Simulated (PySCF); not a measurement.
Sb(Cl)(TeH)2 (ClH2SbTe2), SMILES [Cl][Sb]([TeH])[TeH].

Coordinates come from a B3LYP-D3(BJ)/def2-SVP optimisation. The geometry has at least one imaginary mode, so it is a saddle point at that level. The def2 effective core potentials stand for the cores of Sb, Te; spin–orbit coupling is left out.

The numbers are results of PBE/def2-TZVP (PySCF), not measurements.

Symmetry labels are those of the subgroup Cs that the program uses (full group Cs).

List the valence orbital energies around the gap with their symmetry. (The exact figures need the calculation; the answer reports its results.)


```
orbital  symmetry  energy (eV)
-------  --------  -----------
HOMO−7         A"        -8.92
HOMO−6         A'        -8.84
HOMO−5         A"        -8.20
HOMO−4         A'        -7.84
HOMO−3         A"        -7.09
HOMO−2         A'        -6.54
HOMO−1         A'        -5.96
HOMO           A"        -5.66
LUMO           A'        -2.82
LUMO+1         A"        -2.80
LUMO+2         A'        -2.44
LUMO+3         A'        -1.82
```
